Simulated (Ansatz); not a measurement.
Program: Ansatz. Geometries: PBE0-D4/def2-TZVP. ΔE: electronic, gas phase. CBS: MP2 limit from def2 TZ/QZ plus the TZ coupled-cluster correction, frozen cores. This one scheme is used for every species. DFT in def2-TZVPP. B3LYP here is the variant with VWN-RPA as its local correlation; programs differ in this. One conformer a species, not always the lowest.

Reaction (redistribution): `S[SiH]1C=C1` + `O[SiH2][O][AlH2]` → `O[SiH2]O[SiH]1C=C1` + `[AlH2][SH]`

`S[SiH]1C=C1`:

Z-matrix (Å, degrees):
```
Si
C 1 1.794
C 1 1.794 2 43.9
S 1 2.131 2 121.8 3 -104.5
H 1 1.480 2 123.6 3 105.5
H 2 1.084 1 157.3 3 176.0
H 3 1.084 1 157.3 2 -176.1
H 4 1.343 1 93.4 2 -154.0
```

`O[SiH2][O][AlH2]`:

```xyz
9

O    -0.718    0.108   -2.071
Si    0.315   -0.625   -1.026
O     0.154   -0.079    0.489
Al   -0.198    0.500    2.030
H    -0.547    1.022   -2.303
H    -0.041   -2.059   -1.092
H     1.722   -0.386   -1.443
H    -0.686    1.996    2.162
H    -0.001   -0.477    3.255
```

`O[SiH2]O[SiH]1C=C1`:

Cartesian coordinates in Å:
```
O -0.951 -2.428 -1.242
Si -1.658 -1.231 -0.376
O -0.628 0.000 -0.083
Si 0.620 0.527 0.824
C 1.244 2.195 0.697
C 2.065 1.303 0.114
H -0.731 -2.255 -2.158
H -2.072 -1.866 0.894
H -2.802 -0.645 -1.116
H 0.652 -0.262 2.071
H 1.263 3.274 0.805
H 2.999 1.389 -0.430
```

`[AlH2][SH]`:

```xyz
5

Al    0.532    0.376   -0.001
S    -1.153   -0.696    0.876
H     1.460    1.171    0.999
H     0.746    0.312   -1.566
H    -1.584   -1.164   -0.308
```

```tsv
level	ΔE (kJ/mol)	difference from CCSD(T)/CBS
PBE-D4	-7.2	2.8
r2SCAN-D4	-9.8	0.2
PBE0-D4	-9.9	0.1
B3LYP-D4	-8.9	1.1
ωB97M-V	-10.8	-0.8
PBE	-7.1	2.9
r2SCAN	-9.5	0.5
PBE0	-9.7	0.3
B3LYP	-8.9	1.1
HF/def2-TZVPP	-17.2	-7.2
SCS-MP2/def2-TZVPP	-7.8	2.2
CCSD/def2-TZVPP	-11.3	-1.3
CCSD(T)/def2-TZVPP	-10.2	-0.2
HF/def2-QZVPP	-16.6	-6.6
MP2/def2-QZVPP	-6.8	3.2
CCSD/CBS(def2)	-11.2	-1.2
CCSD(T)/CBS	-10.0	0
```

Largest T1 diagnostic among the species: 0.012.

In def2-TZVPP, CCSD(T) changes the Hartree–Fock value by +7.0 kJ/mol (the triples alone add +1.2 kJ/mol) and MP2 by +10.1 kJ/mol.
